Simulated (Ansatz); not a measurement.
Gas-phase electronic energies from Ansatz, PBE0-D4/def2-TZVP geometries. CCSD(T)/CBS is the MP2 limit (def2-TZVPP, def2-QZVPP) plus CCSD(T) − MP2 in def2-TZVPP, frozen cores. Functionals use def2-TZVPP. One conformer a species, not always the lowest.

`C=CN([SiH3])C=O` + `[SiH3]CS` → `C=CSC[SiH3]` + `O=CN[SiH3]`  (substitution at a C–N bond)

```json
{"level": "PBE-D4", "ΔE (eV)": "-0.15"}
{"level": "PBE", "ΔE (eV)": "-0.16"}
{"level": "MP2/def2-TZVPP", "ΔE (eV)": "-0.14"}
{"level": "CCSD/CBS(def2)", "ΔE (eV)": "-0.13"}
```

(1) What does CCSD(T)/CBS give? (Best estimate.)

Largest T1 diagnostic among the species: 0.015.

Answers

(1) Computed: -0.14 eV. The listed levels differ from it by -0.01, -0.02, 0.00, 0.01 eV.
